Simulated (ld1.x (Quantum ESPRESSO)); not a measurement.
**LDA (PZ) TM dataset for nitrogen, non-relativistic all-electron reference.**

N, norm-conserving Troullier–Martins (Kleinman–Bylander form), made with ld1.x (Quantum ESPRESSO) 7.5 (LDA (PZ), non-relativistic). Core [He], reference 2s2 2p3. Waves: 2s (bound): rc 0.80 bohr; 2p (bound): rc 1.45 bohr; 3d channel at -0.1 Ry: rc 1.55 bohr. Local part: all-electron potential smoothed inside 1.25 bohr (lloc = -1). Core correction: Bessel-smoothed model core inside 0.75 bohr.

All-electron outer shells of the reference configuration (LDA (PZ), non-relativistic, ld1.x):

```tsv
shell	level (eV)	outermost node (bohr)	outermost maximum (bohr)
2s	-18.40	0.32	1.02
2p	-7.25	–	0.97
```

Results:

```
Cutoffs needed           : 60 Ry and 140 Ry (the cutoffs (Ry, on a coarse ladder) from which the occupation-weighted sum of valence levels, in a spherical-Bessel basis at the reference potential, stays within 10 and 1 mRy of its value at 400 Ry)
Ghost test               : no extra level below or beside the all-electron valence levels (s, p, d, f tested) (spherical-Bessel basis up to 400 Ry, 20 bohr box)
Largest excitation error : +909 meV (all-electron minus pseudo) for 2s1 2p0, out of 7 test configurations
```

Generation and tests took about 1.5 s on one core of a shared server CPU.
